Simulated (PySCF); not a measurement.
C₅H₃Cl, SMILES C(=CCl)=CC#C.

Coordinates come from a PBE0-D3(BJ)/def2-SVP optimisation. The structure was generated by enumeration, and PubChem lists no compound with its InChIKey, so it may never have been made.

Method: PBE0-D3(BJ)/def2-SVP (PySCF).

Frequencies are harmonic and unscaled.

| mode | ν (cm⁻¹) | IR (km/mol) | moving atoms (share of kinetic energy) |
|---|---|---|---|
| 1 | 84 | 0.4 | C 63 %, Cl 29 %, H 8 % |
| 2 | 155 | 2.1 | C 70 %, H 21 %, Cl 10 % |
| 3 | 213 | 1.5 | C 72 %, H 14 %, Cl 14 % |
| 4 | 338 | 3.1 | C 81 %, H 18 % |
| 5 | 446 | 5.9 | C 79 %, Cl 11 %, H 10 % |
| 6 | 500 | 9.6 | C 70 %, H 16 %, Cl 14 % |
| 7 | 612 | 13.6 | C 91 % |
| 8 | 686 | 37.2 | H 76 %, C 24 % |
| 9 | 708 | 37.4 | H 77 %, C 23 % |
| 10 | 770 | 29.0 | H 50 %, C 47 % |
| 11 | 790 | 66.0 | C 72 %, Cl 16 %, H 12 % |
| 12 | 882 | 20.6 | H 78 %, C 22 % |
| 13 | 976 | 28.7 | C 88 %, H 11 % |
| 14 | 1132 | 0.7 | H 74 %, C 25 % |
| 15 | 1236 | 41.1 | H 84 %, C 16 % |
| 16 | 1420 | 11.8 | C 78 %, H 22 % |
| 17 | 2082 | 13.7 | C 99 % |
| 18 | 2237 | 0.4 | C 91 %, H 9 % |
| 19 | 3140 | 1.1 | H 92 %, C 8 % |
| 20 | 3210 | 4.7 | H 91 %, C 9 % |
| 21 | 3489 | 94.5 | H 86 %, C 14 % |
